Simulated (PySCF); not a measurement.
Cartesian coordinates (Å):
```xyz
5

O      1.2955    -0.3846     0.1054
B     -0.0166    -0.5422     0.3346
O     -0.9490     0.3697    -0.0320
H      1.5140     0.4420    -0.3466
H     -1.8439     0.1151     0.2004
```
Charge 0, spin multiplicity 2.

### Question
Predict the dipole moment, total energy and highest occupied spin orbital from PBE0-D4/def2-TZVP in PySCF 2.14.0.

### Answer

* **dipole moment**: 1.66 D
* **total energy**: -176.4112 Ha
* **highest occupied spin orbital**: -5.96 eV
